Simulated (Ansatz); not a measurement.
ZnCl2. The state is a triplet with charge 0. Geometry PBE-D4/def2-TZVP, that of the neutral singlet; atoms count from 1.

```xyz
3

Zn    0.000    0.001    0.000
Cl   -1.707    1.082    0.533
Cl    1.707   -1.082   -0.533
```

At PBE0-D4/def2-TZVP a singlet of charge 0 lies 5.71 eV below the triplet at the same geometry.

Estimate the Mulliken populations from the PBE0/def2-TZVP orbitals of Ansatz.


```csv
atom,charge (e),spin (α − β),d electrons
Zn1,0.12,0.86,10.05
Cl2,-0.06,0.57,–
Cl3,-0.06,0.57,–
```
Mulliken values and Mayer orders depend strongly on the basis.

Where does the spin sit?

Summed by element: Zn 0.86, Cl 1.14, of 2 unpaired in all. Largest on single atoms: Zn1 0.86, Cl2 0.57, Cl3 0.57.

And the Mayer bond orders between bonded heavy atoms (over 0.3)?

Zn1–Cl2 0.68 (2.09 Å); Zn1–Cl3 0.68 (2.09 Å). Values over 0.3 also appear between atoms too far apart for a bond (Cl2–Cl3 0.44 at 4.18 Å); they arise where an orbital or an unpaired electron spreads over both atoms.
